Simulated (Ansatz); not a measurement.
Worked example: vertical ionisation energy of C3H12GaN (SMILES C[Ga-](C)(C)[NH3+])

The species is C3H12GaN (17 atoms), meant as a singlet with charge 0. As SMILES, `C[Ga-](C)(C)[NH3+]`. Geometry: relaxed at PBE0-D4/def2-TZVP.

Both states at this one shape; open shells run unrestricted unless said. 1 Eh = 27.2114 eV.

| level | program | singlet C3H12GaN (Eh) | doublet C3H12GaN+ (Eh) | HOMO of the first (eV) |
| --- | --- | --- | --- | --- |
| HF/6-31G* (spherical functions) | Ansatz | -2098.011990 | -2097.718214 | -9.52 |
| revPBE/6-31G* (spherical functions) | Ansatz | -2100.681620 | -2100.384809 | -5.10 |
| PBE0/6-31G* (spherical functions) | Ansatz | -2100.413277 | -2100.102872 | -6.45 |
| CAM-B3LYP/6-31G* (spherical functions) | Ansatz | -2100.896521 | -2100.580637 | -7.76 |

Q: Work out the vertical ionisation energy at each level.

A: 
1. HF/6-31G* (spherical functions): -2097.718214 − (-2098.011990) = 0.293776 Eh = 7.99 eV; −ε(HOMO) = 9.52 eV.
2. revPBE/6-31G* (spherical functions): -2100.384809 − (-2100.681620) = 0.296811 Eh = 8.08 eV; −ε(HOMO) = 5.10 eV.
3. PBE0/6-31G* (spherical functions): -2100.102872 − (-2100.413277) = 0.310405 Eh = 8.45 eV; −ε(HOMO) = 6.45 eV.
4. CAM-B3LYP/6-31G* (spherical functions): -2100.580637 − (-2100.896521) = 0.315884 Eh = 8.60 eV; −ε(HOMO) = 7.76 eV.

No measured value is set beside it here; the levels span 7.99 to 8.60 eV. In Hartree–Fock, −ε(HOMO) (Koopmans) exceeds the difference of totals by the orbital relaxation of the ion. In semi-local functionals −ε(HOMO) lies far under the ionisation energy, a result of self-interaction. Hartree–Fock favours the state with fewer electron pairs, since it lacks pair correlation. All-electron rows are non-relativistic unless named.
